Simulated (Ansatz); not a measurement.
`C=CCO[SiH3]` + H–F → `C=CCF` + `O[SiH3]`  (substitution at a C–O bond)

Gas-phase electronic energies from Ansatz, PBE0-D4/def2-TZVP geometries. CBS: MP2 limit from def2 TZ/QZ plus the TZ coupled-cluster correction, frozen cores. This one scheme is used for every species. DFT in def2-TZVPP. One conformer a species, not always the lowest.

`C=CCO[SiH3]`:

```xyz
13

C     0.208    1.473   -2.114
C    -0.383    1.178   -0.967
C     0.246    0.367    0.111
O    -0.634   -0.673    0.497
Si   -0.244   -1.764    1.662
H    -0.274    2.092   -2.861
H     1.203    1.106   -2.347
H    -1.386    1.541   -0.753
H     0.459    1.009    0.979
H     1.203   -0.043   -0.239
H     0.027   -1.082    2.959
H     0.978   -2.530    1.283
H    -1.404   -2.675    1.790
```

H–F:

Cartesian coordinates in Å:
```
F 0.269 -0.373 -0.001
H -0.269 0.373 0.001
```

`C=CCF`:

```xyz
9

C     0.654   -1.026   -0.653
C    -0.392   -0.299   -0.295
C    -0.337    0.884    0.604
F     0.944    1.148    1.032
H     0.544   -1.877   -1.313
H     1.649   -0.788   -0.297
H    -1.388   -0.544   -0.657
H    -0.711    1.778    0.088
H    -0.963    0.724    1.491
```

`O[SiH3]`:

Cartesian coordinates in Å:
```
O -1.086 -0.670 0.119
Si 0.380 0.081 0.073
H -1.796 -0.299 -0.405
H 0.943 0.103 -1.305
H 1.266 -0.702 0.965
H 0.293 1.487 0.554
```

| species | BLYP energy (Eh) |
| --- | --- |
| `C=CCO[SiH3]` | -483.84975 |
| H–F | -100.48139 |
| `C=CCF` | -217.16110 |
| `O[SiH3]` | -367.17676 |

**Question.** Work out ΔE.

**Answer.** ΔE = (-217.16110) + (-367.17676) − (-483.84975) − (-100.48139) = -0.00672 Eh = -4.2 kcal/mol. CCSD(T)/CBS gives +0.1 kcal/mol.

Largest T1 diagnostic among the species: 0.011.

In def2-TZVPP, CCSD(T) changes the Hartree–Fock value by +3.6 kcal/mol (the triples alone add +0.5 kcal/mol) and MP2 by +4.8 kcal/mol. Leaving LDA and LC-ωPBE aside and taking each functional with its dispersion term where it has one, the values, not all of them listed here, spread over 2.6 kcal/mol, from B97M-V to revPBE-D4. LDA lies +1.2 kcal/mol from PBE without D4.
